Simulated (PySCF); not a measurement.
GaH2, SMILES [GaH2], multiplicity 2. Atoms are numbered in the order given.

```xyz
3

Ga     0.0000     0.0000     0.0485
H      0.0000    -1.3863    -0.7523
H      0.0000     1.3863    -0.7523
```
Charge 0, spin multiplicity 2.

Geometry optimised at B3LYP-D3(BJ)/def2-TZVPD. The multiplicity is an assumed one; other spin states were not compared. The isomer is the one that the SMILES or the coordinates give; other isomers of the formula were not compared.

All values below come from CAM-B3LYP/def2-TZVPD in PySCF.

Mulliken values depend strongly on the basis, most of all with diffuse functions as here. ESP charges are fitted to the potential on shells at 1.4 to 2.0 van der Waals radii. Atomic charges (e):

| atom | meta-Löwdin | ESP fit | Mulliken spin |
|---|---|---|---|
| Ga1 | 0.14 | … | 0.76 |
| H2 | -0.07 | … | 0.12 |
| H3 | -0.07 | … | 0.12 |

Task: Some entries are withheld; supply them. (The exact figures need the calculation; the answer reports its results.)

Result: 
- Ga1, ESP fit: 0.19
- H2, ESP fit: -0.09
- H3, ESP fit: -0.09
